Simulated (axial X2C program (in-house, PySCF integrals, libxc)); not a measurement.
Ionising NbCl

All values come from calculations with an in-house all-electron X2C program for linear molecules (integrals from PySCF), spin-free (one-electron X2C) or two-component (2c: spin–orbit coupling with atomic mean-field Coulomb and Gaunt terms, which also bring small scalar terms), in Dyall basis sets with cores contracted in-house; open shells are unrestricted.

Basis sets: Cl dyall-av3z, Nb dyall-cv3z.

```
Hamiltonian  level      NbCl state  Re (Å)  ωe (cm⁻¹)  De (eV)
  spin-free     HF  M_S = 2, Λ = 1   2.373      364.0     3.11
  spin-free   BLYP  M_S = 2, Λ = 1   2.313      378.0     4.43
  spin-free   PBE0  M_S = 2, Λ = 1   2.289      393.9     4.39
         2c     HF           Ω = 1   2.373      363.8      n/a
         2c   BLYP           Ω = 1   2.313      377.9      n/a
         2c   PBE0           Ω = 1   2.289      393.8      n/a
```

Adiabatic ionisation energy (minimum to minimum, no zero-point term) and constants of NbCl⁺:

```json
{"Hamiltonian": "spin-free", "level": "HF", "NbCl⁺ state": "M_S = 3/2, Λ = 0", "IE (eV)": "6.59", "Re (Å)": "2.259", "ωe (cm⁻¹)": "423.8", "De (eV)": "2.50", "fragments": "Nb+ + Cl"}
{"Hamiltonian": "spin-free", "level": "BLYP", "NbCl⁺ state": "M_S = 3/2, Λ = 0", "IE (eV)": "6.96", "Re (Å)": "2.205", "ωe (cm⁻¹)": "449.3", "De (eV)": "4.44", "fragments": "Nb+ + Cl"}
{"Hamiltonian": "spin-free", "level": "PBE0", "NbCl⁺ state": "M_S = 3/2, Λ = 0", "IE (eV)": "7.17", "Re (Å)": "2.180", "ωe (cm⁻¹)": "469.1", "De (eV)": "4.10", "fragments": "Nb+ + Cl"}
{"Hamiltonian": "2c", "level": "HF", "NbCl⁺ state": "Ω = 3/2", "IE (eV)": "6.62", "Re (Å)": "2.260", "ωe (cm⁻¹)": "423.4", "De (eV)": "n/a", "fragments": "Nb+ + Cl"}
{"Hamiltonian": "2c", "level": "BLYP", "NbCl⁺ state": "Ω = 3/2", "IE (eV)": "6.99", "Re (Å)": "2.206", "ωe (cm⁻¹)": "448.9", "De (eV)": "n/a", "fragments": "Nb+ + Cl"}
{"Hamiltonian": "2c", "level": "PBE0", "NbCl⁺ state": "Ω = 3/2", "IE (eV)": "7.21", "Re (Å)": "2.180", "ωe (cm⁻¹)": "468.8", "De (eV)": "n/a", "fragments": "Nb+ + Cl"}
```

(1) Add the zero-point terms to the ionisation energy at PBE0, 2c, and say whether the electron removed was bonding.

Each entry is the lowest single determinant of a limited PBE0 search at one distance. De goes to single-determinant-based atoms at the same level (for ions the charge split of lowest energy) and is withheld (n/a) where an atom does not fit its ground term or J level. Main or longest-lived isotopes. One determinant is a doubtful description, or other states lie close, for NbCl, NbCl⁺; these need not be ground states, and all values refer to the states named. Some open-shell Ω = 0 determinants are out of reach, so the Ω given for NbCl need not be the lowest component. With several unpaired electrons the Ω given is that of one determinant, not necessarily of the lowest component. The functionals have no current term, which raises determinants with orbital currents.

## Answers

(1) IE0 = IE + (ωe⁺ − ωe)/2 = 7.21 + (0.005) = 7.21 eV. Re changes by -0.109 Å, so the bond shortens, as on loss of an antibonding or a polarising non-bonding electron.
